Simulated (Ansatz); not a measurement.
`[SiH3][SiH2]Br` → SiH₄ + `[SiH]Br` at 298.15 K and 1 bar (silylene formation by 1,1-elimination).

Gas-phase electronic energies from Ansatz, PBE0-D4/def2-TZVP geometries. CCSD(T)/CBS is the MP2 limit (def2-TZVPP, def2-QZVPP) plus CCSD(T) − MP2 in def2-TZVPP, frozen cores. This one scheme is used for every species. For Br outer-core shells are correlated without core-valence functions, which leaves a few kJ/mol of doubt a bond. Scalar relativity is left out up to krypton.

| species | CCSD(T)/CBS energy (Eh) | H − E (kJ/mol) | S (J/(mol·K)) |
| --- | --- | --- | --- |
| `[SiH3][SiH2]Br` | -3154.51510 | 130.6 | 334.9 |
| SiH₄ | -291.46306 | 92.1 | 204.8 |
| `[SiH]Br` | -2862.97869 | 30.2 | 263.1 |

H − E and S are ideal-gas, rigid-rotor, harmonic terms from PBE0-D4/def2-TZVP. 1 Eh = 2625.50 kJ/mol, R = 8.31446 J/(mol·K).

By hand: ΔE, ΔH, ΔS and ΔG.

ΔE = (-291.46306) + (-2862.97869) − (-3154.51510) = 0.07335 Eh = 192.6 kJ/mol. Δ(H − E) = 92.1 + 30.2 − 130.6 = -8.3, so ΔH = 184.3 kJ/mol. ΔS = 204.8 + 263.1 − 334.9 = 133.0 J/(mol·K). ΔG = 184.3 − 298.15 × (133.0)/1000 = 144.6 kJ/mol.

By hand: the equilibrium constant, and the temperature at which ΔG would vanish if ΔH and ΔS stayed fixed.

log₁₀ K = −ΔG/(RT ln 10) = -25.3. ΔG = 0 at ΔH/ΔS = 1386 K.

The number of gas molecules changes by +1, which sets the sign of ΔS. A doubt of 5 kJ/mol in ΔE shifts log₁₀ K by 0.9 here. These are equilibria of isolated gas molecules and say nothing of rates. Largest T1 diagnostic: 0.011 (customary marks: 0.02 for closed shells, 0.045 for open ones).
